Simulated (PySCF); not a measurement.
Radial density of As²⁺ (arsenic, charge +2)

r2SCAN, [Ar] 3d10 4s2 4p1, 2P determinant. Calculation: PySCF 2.14, in cc-pVDZ-PP with ECP10MDF; a scalar-relativistic core potential. This is the valence pseudo-density: the core potential removes the inner electrons and smooths the orbitals near the nucleus.

```json
{"r (bohr)": "0.000667", "4πr²ρ (e/bohr)": "1.181e-05", "4πr²(ρα − ρβ)": "0.0000"}
{"r (bohr)": "0.00112", "4πr²ρ (e/bohr)": "3.335e-05", "4πr²(ρα − ρβ)": "0.0000"}
{"r (bohr)": "0.00189", "4πr²ρ (e/bohr)": "9.395e-05", "4πr²(ρα − ρβ)": "0.0000"}
{"r (bohr)": "0.00317", "4πr²ρ (e/bohr)": "0.0002627", "4πr²(ρα − ρβ)": "0.0000"}
{"r (bohr)": "0.00534", "4πr²ρ (e/bohr)": "0.0007190", "4πr²(ρα − ρβ)": "0.0000"}
{"r (bohr)": "0.00898", "4πr²ρ (e/bohr)": "0.001861", "4πr²(ρα − ρβ)": "0.0000"}
{"r (bohr)": "0.0151", "4πr²ρ (e/bohr)": "0.004229", "4πr²(ρα − ρβ)": "0.0000"}
{"r (bohr)": "0.0254", "4πr²ρ (e/bohr)": "0.007996", "4πr²(ρα − ρβ)": "0.0000"}
{"r (bohr)": "0.0427", "4πr²ρ (e/bohr)": "0.01785", "4πr²(ρα − ρβ)": "0.0000"}
{"r (bohr)": "0.0719", "4πr²ρ (e/bohr)": "0.1039", "4πr²(ρα − ρβ)": "0.0000"}
{"r (bohr)": "0.121", "4πr²ρ (e/bohr)": "0.9134", "4πr²(ρα − ρβ)": "0.0000"}
{"r (bohr)": "0.203", "4πr²ρ (e/bohr)": "5.556", "4πr²(ρα − ρβ)": "0.0063"}
{"r (bohr)": "0.342", "4πr²ρ (e/bohr)": "21.11", "4πr²(ρα − ρβ)": "0.0657"}
{"r (bohr)": "0.575", "4πr²ρ (e/bohr)": "28.91", "4πr²(ρα − ρβ)": "0.0541"}
{"r (bohr)": "0.968", "4πr²ρ (e/bohr)": "9.316", "4πr²(ρα − ρβ)": "0.0700"}
{"r (bohr)": "1.63", "4πr²ρ (e/bohr)": "2.614", "4πr²(ρα − ρβ)": "0.5463"}
{"r (bohr)": "2.74", "4πr²ρ (e/bohr)": "0.6610", "4πr²(ρα − ρβ)": "0.3051"}
{"r (bohr)": "4.61", "4πr²ρ (e/bohr)": "0.02395", "4πr²(ρα − ρβ)": "0.0170"}
{"r (bohr)": "7.75", "4πr²ρ (e/bohr)": "4.423e-05", "4πr²(ρα − ρβ)": "0.0000"}
```

Energies and moments cover only the electrons outside the core potential.
